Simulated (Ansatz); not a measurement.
`N[SiH](O)BO` + `N[SiH](O)O` → `N[SiH](O)[Si](N)(O)O` + `BO`  (formal exchange of groups at the Si–B bond)

Isolated molecules relaxed with PBE0-D4/def2-TZVP in Ansatz; ΔE leaves out vibrations. CCSD(T)/CBS adds triple-zeta CCSD(T) − MP2 to the extrapolated MP2 energy (def2 sets, frozen cores). This one scheme is used for every species. Functionals use def2-TZVPP. B3LYP here is the variant with VWN-RPA as its local correlation; programs differ in this. Each species was taken in one conformer, which may not be the lowest.

```tsv
level	ΔE (kcal/mol)	difference from CCSD(T)/CBS
PBE-D4	-6.6	-1.9
r2SCAN-D4	-5.6	-0.9
B3LYP-D4	-6.2	-1.5
ωB97X-V	-5.2	-0.5
ωB97M-V	-5.0	-0.3
B2PLYP	-4.3	0.4
PBE	-5.2	-0.5
B3LYP	-4.1	0.6
MP2/def2-TZVPP	-4.6	0.1
CCSD/def2-TZVPP	-3.9	0.8
CCSD(T)/def2-TZVPP	-4.3	0.4
HF/def2-QZVPP	-2.5	2.2
SCS-MP2/def2-QZVPP	-4.2	0.5
HF/CBS(def2)	-2.5	2.2
MP2/CBS(def2)	-5.1	-0.4
CCSD/CBS(def2)	-4.3	0.4
CCSD(T)/CBS	-4.7	0
```

Largest T1 diagnostic among the species: 0.014.

The D4 term adds −2.2 kcal/mol with B3LYP and −1.3 kcal/mol with PBE0; it sums over pairs of atoms, weighted by their polarisabilities, and B3LYP, whose exchange is more repulsive, gets the larger term. In def2-TZVPP, CCSD(T) changes the Hartree–Fock value by −1.7 kcal/mol (the triples alone add −0.4 kcal/mol) and MP2 by −2.0 kcal/mol.
